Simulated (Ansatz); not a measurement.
Consider the ligand exchange at the Si–C bond: `N[SiH2]C[SiH3]` + `[CH3][In]([NH2])[OH]` → `[CH3][In]([NH2])[O][SiH3]` + `C[SiH2]N`.

Computed with Ansatz on PBE0-D4/def2-TZVP structures; ΔE is electronic, products minus reactants. CCSD(T)/CBS is the MP2 limit (def2-TZVPP, def2-QZVPP) plus CCSD(T) − MP2 in def2-TZVPP, frozen cores. Functionals use def2-TZVPP. Elements past krypton have def2 core potentials. For In outer-core shells are correlated without core-valence functions, which leaves a few kJ/mol of doubt a bond. Each species was taken in one conformer, which may not be the lowest.

CCSD(T)/CBS gives -107.9 kJ/mol.

**Question.** Another level gave -102.1 kJ/mol. Which?
A. BHLYP-D4/def2-TZVPP
B. LC-ωPBE/def2-TZVPP
C. B97M-V/def2-TZVPP
D. PBE/def2-TZVPP

**Answer.** B. LC-ωPBE -102.1, B97M-V -112.3, PBE -93.8, BHLYP-D4 -118.3 kJ/mol.

Largest T1 diagnostic among the species: 0.015.

From BLYP to BHLYP (50 % exact exchange), in def2-TZVPP and without D4, ΔE moves by −12.0 kJ/mol. In def2-TZVPP, CCSD(T) changes the Hartree–Fock value by +21.7 kJ/mol (the triples alone add +2.7 kJ/mol) and MP2 by +20.7 kJ/mol.

CCSD(T)/CBS has its own doubt, a few kJ/mol and more with outer-core shells, so smaller differences from it don't rank the levels.
